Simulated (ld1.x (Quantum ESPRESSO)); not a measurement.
# selenium (Se) TM: all-electron and pseudo phase curves

ld1.x (Quantum ESPRESSO) 7.5 input, shortened:

```
&input
   title='Se', zed=34., rel=1, dft='WC', iswitch=3,
   config='[Ar] 3d10 4s2 4p4'
 /
 &inputp
   pseudotype=2, tm=.true., lloc=-1, rcloc=0.75,
   nlcc=.true., new_core_ps=.true., rcore=0.50
 /
3
4S  1  0   2.00   0.00  1.30  1.30  0.0
4P  2  1   4.00   0.00  1.75  1.75  0.0
3D  3  2  10.00   0.00  0.85  0.85  0.0
 &test
   configts(1)='3d10 4s2 4p4'
 /
```

The phase is arctan(r·u′/u) with u = r·R(r), unwrapped; energies in Ry, scanned from -6 to 5 Ry. A pole is an energy at which the radial function vanishes at the test radius. The pseudo phase is shifted by a multiple of π to meet the all-electron one at the reference energy, and phase errors are pseudo minus all-electron; the curves can meet again beyond the range given. Levels narrower than the energy grid can be missing from the lists of poles.

Question: For each channel, where are the poles, and over which energies does the pseudopotential scatter like the atom?

Answer:

| channel | radius (bohr) | reference energy (Ry) | poles, all-electron | poles, pseudo | unbroken range about the reference energy with phases within 0.05 rad | phase error 1 Ry above the reference energy (rad) |
| --- | --- | --- | --- | --- | --- | --- |
| s | 1.90 | -1.27 | 1.45 | 1.36 | below 4.1 | -0.002 |
| p | 1.90 | -0.48 | 3.16 | -1.98, 3.28 | above -1.7 | +0.006 |
| d | 1.90 | -3.90 | -3.84 | -3.84 | the whole range | +0.000 |

Note: ghost states, extra bound levels that the all-electron valence spectrum of the same l lacks: s at -277.2 eV, p at -27.2 eV. A true bound ghost makes a file unfit for plane-wave use.

Phases in the d channel:

| E (Ry) | all-electron | pseudo |
| --- | --- | --- |
| -6.00 | 1.349 | 1.349 |
| -5.48 | 1.335 | 1.335 |
| -4.96 | 1.315 | 1.315 |
| -4.44 | 1.272 | 1.272 |
| -3.92 | -1.139 | -1.140 |
| -3.40 | -1.785 | -1.784 |
| -2.88 | -1.829 | -1.829 |
| -2.36 | -1.861 | -1.861 |
| -1.84 | -1.895 | -1.895 |
| -1.32 | -1.936 | -1.935 |
| -0.80 | -1.989 | -1.988 |
| -0.28 | -2.065 | -2.063 |
| 0.24 | -2.180 | -2.176 |
| 0.76 | -2.376 | -2.367 |
| 1.28 | -2.738 | -2.717 |
| 1.80 | -3.333 | -3.299 |
| 2.32 | -3.895 | -3.866 |
| 2.84 | -4.220 | -4.201 |
| 3.36 | -4.398 | -4.384 |
| 3.88 | -4.506 | -4.495 |
| 4.40 | -4.579 | -4.569 |
| 4.92 | -4.632 | -4.623 |
